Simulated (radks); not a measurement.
Results of a calculation; reference values are marked as such.
Q: Ionisation of the erbium ion Er2+, [Xe] 4f12, to Er3+, [Xe] 4f11, under several functionals. Dirac Kohn-Sham, spin-unpolarised, spherical densities, finite nucleus; open shells fill j = l - 1/2 first; a radial shooting solver on a logarithmic mesh with Libxc functionals. The NIST Atomic Spectra Database gives 22.70 eV (semi-empirical). Rank these functionals by the error of their Delta-SCF ionisation energy: revPBE; XLYP; BLYP; HCTH/407; LDA (Slater exchange, Perdew-Zunger correlation); AM05; PW91.

A: From best to worst: BLYP 25.423 eV (+2.723); XLYP 25.457 eV (+2.757); revPBE 25.497 eV (+2.797); AM05 25.642 eV (+2.942); PW91 25.668 eV (+2.968); LDA (Slater exchange, Perdew-Zunger correlation) 25.903 eV (+3.203); HCTH/407 26.490 eV (+3.790). Spin polarisation and multiplet splitting are left out, so open shells lie too high by an amount that depends on their filling.

Beside tabulated values, note that spin-unpolarised runs miss the spin-polarisation part of the exchange energy of open shells.
